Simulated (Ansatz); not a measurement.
`C=C[CH2][SnH2][F]`, relaxed with RKS PBE0-D4/def2-TZVP in the Gaussian-basis code of Ansatz from a PBE-D4/def2-SVP geometry. The force threshold is 0.005 eV/Å; the program also tests the step.

Total charge 0; spin multiplicity 1. Sn takes the def2 core potential.

Start:

```xyz
12

C    -1.680   -0.865    1.016
C    -0.356   -0.809    0.769
C     0.271   -0.667   -0.576
Sn    1.044    1.367   -0.819
F     2.371    1.547    0.625
H    -2.423   -0.836    0.201
H    -2.066   -0.943    2.043
H     0.346   -0.834    1.623
H     1.151   -1.327   -0.712
H    -0.443   -0.845   -1.406
H    -0.154    2.570   -0.483
H     1.938    1.643   -2.280
```

Problem. How much energy does the relaxation release, and in how many steps? (An estimate is asked.)

Solution. Ansatz gave: 7.23 kJ/mol, in 11 steps, 1 of them rejected.

Problem. Which bonds change most? (An estimate is asked.)

Solution. Computed: C3–Sn4 from 2.190 to 2.150 Å; Sn4–F5 from 1.969 to 1.932 Å; Sn4–H12 from 1.735 to 1.708 Å; Sn4–H11 from 1.730 to 1.705 Å.

Problem. Give the relaxed structure. (Best estimate.)

Solution. Ansatz gave: 
```xyz
12

C    -1.658   -0.875    1.007
C    -0.354   -0.787    0.769
C     0.262   -0.637   -0.571
Sn    1.029    1.355   -0.819
F     2.326    1.503    0.605
H    -2.386   -0.867    0.202
H    -2.041   -0.961    2.017
H     0.337   -0.796    1.610
H     1.120   -1.300   -0.705
H    -0.453   -0.826   -1.376
H    -0.115    2.576   -0.493
H     1.934    1.615   -2.245
```
